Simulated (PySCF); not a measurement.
**Nuclear quadrupole coupling in `C[C@@H]1C[C@]12COC[Si@@H]2F`**

Species: C6H11FOSi.
Atom-mapped SMILES: `[CH3:1][C@@H:2]1[CH2:3][C@:4]12[CH2:5][O:6][CH2:7][Si@@H:8]2[F:9]` (hydrogens: H10, H11, H12 on C1; H13 on C2; H14, H15 on C3; H16, H17 on C5; H18, H19 on C7; H20 on Si8)

Geometry (GFN2-xTB, Å), atoms numbered from 1 in this order:
```xyz
20
C6H11FOSi angstrom
C      2.292   -0.913   -0.418
C      1.292    0.098   -0.919
C      1.088    1.391   -0.202
C      0.000    0.347   -0.180
C     -0.311   -0.393    1.121
O     -1.632   -0.120    1.535
C     -2.548   -0.262    0.455
Si    -1.668    0.554   -1.027
F     -1.786   -0.366   -2.356
H      2.382   -0.871    0.664
H      1.992   -1.920   -0.702
H      3.270   -0.716   -0.854
H      1.227    0.129   -2.002
H      1.639    1.552    0.714
H      0.931    2.292   -0.777
H     -0.190   -1.478    0.968
H      0.328   -0.080    1.949
H     -2.759   -1.326    0.279
H     -3.472    0.213    0.779
H     -2.079    1.880   -1.443
```

Field gradients from the PBE0/pcSseg-1 density (PySCF, non-relativistic), principal values in atomic units, ordered |Vxx| ≤ |Vyy| ≤ |Vzz|:

| atom | Vxx | Vyy | Vzz |
| --- | --- | --- | --- |
| O6 | 0.0498 | 2.0206 | -2.0704 |

**Question.** Find the asymmetry η = (Vxx − Vyy)/Vzz and the couplings χ = eQV/h (234.96 MHz × Q in barn × V in au), with Q(17O) = −0.0256 b.

**Answer.** 
| atom | environment | nucleus | η | χzz (MHz) | χxx (MHz) | χyy (MHz) |
| --- | --- | --- | --- | --- | --- | --- |
| O6 | cyclic ether oxygen | 17O | 0.95 | 12.45 | -0.30 | -12.15 |

At O6 η is above 0.9: Vyy and Vzz are nearly equal in size and opposite in sign, so a small change could swap them and flip the sign of χzz. 

**Question.** What is Vzz at O6 in SI units (1 au = 9.71736 × 10²¹ V/m²)?

**Answer.** -2.0704 au = -20.119 × 10²¹ V/m².

**Question.** What couplings would deuterons (Q(2H) = 0.00286 b) have in place of the hydrogens, at this geometry?

**Answer.** 
```
atom  bonded to  bond length (Å)  Vzz (au)     η  χzz (kHz)
 H10         C1            1.087    0.3156  0.03        212
 H11         C1            1.089    0.3119  0.01        210
 H12         C1            1.089    0.3124  0.02        210
 H13         C2            1.085    0.3164  0.09        213
 H14         C3            1.081    0.3295  0.08        221
 H15         C3            1.080    0.3308  0.08        222
 H16         C5            1.103    0.2787  0.05        187
 H17         C5            1.092    0.2980  0.06        200
 H18         C7            1.100    0.2907  0.08        195
 H19         C7            1.088    0.3117  0.07        209
 H20        Si8            1.449    0.1700  0.01        114
```

Geometry: GFN2-xTB, one conformer, isolated molecule. GFN2-xTB bond lengths can be off by several hundredths of an ångström, more for odd bonds, and the gradients follow them. The small basis limits the accuracy of the gradients.
